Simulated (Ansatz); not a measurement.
Relaxation of C$_{3}$H$_{7}$B$_{2}$F (13 atoms, charge 0, multiplicity 1), to a largest force component of 0.02 eV/Å in at most 50 steps.

Theory: Ansatz, RKS PBE/def2-SVP.

```xyz
13
Properties=species:S:1:pos:R:3
B -0.256 -2.902 -0.347
B 0.546 -1.461 -0.111
F 1.954 -1.521 0.020
C -0.126 -0.069 -0.036
C 0.462 1.061 0.150
C -0.273 2.388 0.238
H 0.289 -3.889 -0.413
H -1.440 -2.805 -0.485
H -1.276 -0.054 -0.103
H 1.544 1.074 0.306
H 0.438 3.199 0.430
H -0.981 2.361 1.095
H -0.861 2.583 -0.730
```

Task: Where does it end, and by what steps?

Result: The forces met the threshold. After 18 steps the energy has fallen by 0.775 eV; H7 moved furthest, 1.26 Å.

```
step  energy less start (eV)  largest force component (eV/Å)  accepted
   0                  0.0000                           4.253       yes
   1                 -0.4178                           1.407       yes
   2                 -0.4608                           0.436       yes
   3                 -0.4963                           0.240       yes
   4                 -0.4998                           0.115       yes
   5                 -0.5012                           0.064       yes
   6                 -0.5102                           0.157       yes
   7                 -0.5141                           0.106       yes
   8                 -0.5396                           0.234       yes
   9                 -0.5590                           0.530       yes
  10                 -0.6159                           0.220       yes
  11                 -0.6593                           0.147       yes
  12                 -0.7042                           0.147       yes
  13                 -0.7106                           0.523       yes
  14                 -0.7456                           0.263       yes
  15                 -0.7633                           0.790       yes
  16                 -0.7695                           0.282       yes
  17                 -0.7742                           0.091       yes
  18                 -0.7747                           0.018       yes
```

```xyz
13
Properties=species:S:1:pos:R:3
B -0.220 -2.961 -0.277
B 0.509 -1.430 -0.314
F 1.799 -1.331 -0.726
C -0.221 -0.112 0.093
C 0.378 1.104 -0.002
C -0.230 2.423 0.352
H -0.214 -3.672 0.716
H -0.814 -3.424 -1.238
H -1.263 -0.139 0.466
H 1.419 1.139 -0.377
H 0.383 2.947 1.117
H -1.264 2.323 0.735
H -0.244 3.099 -0.531
```

Whether the end is a true minimum wasn't checked by a vibrational analysis.

Run time: 23 s on 2 threads of Intel(R) Xeon(R) 6975P-C (Granite Rapids), on a shared host, peak memory 0.17 GiB.
